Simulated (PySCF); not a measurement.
# Radial density of P⁺ (phosphorus, charge +1)

PBE0, [Ne] 3s2 3p2, high-spin 3P determinant. Computed with PySCF 2.14 in aug-cc-pVDZ-DK (5s4p2d, 27 functions), with scalar relativity by spin-free X2C-1e.

| r (bohr) | 4πr²ρ (e/bohr) | 4πr²(ρα − ρβ) |
| --- | --- | --- |
| 0.00147 | 0.06794 | 0.0000 |
| 0.00247 | 0.1822 | 0.0000 |
| 0.00416 | 0.4684 | 0.0000 |
| 0.00700 | 1.177 | 0.0000 |
| 0.0118 | 2.815 | 0.0001 |
| 0.0198 | 6.152 | 0.0003 |
| 0.0333 | 11.48 | 0.0015 |
| 0.0560 | 16.48 | 0.0075 |
| 0.0942 | 15.79 | 0.0331 |
| 0.159 | 11.03 | 0.1095 |
| 0.267 | 13.67 | 0.2023 |
| 0.448 | 14.99 | 0.1079 |
| 0.754 | 5.398 | 0.0436 |
| 1.27 | 2.262 | 0.7647 |
| 2.13 | 1.859 | 0.9659 |
| 3.59 | 0.2647 | 0.1822 |
| 6.04 | 0.003172 | 0.0029 |

Densities and radii are taken from the X2C orbitals without a picture-change correction, which distorts them close to the nucleus.
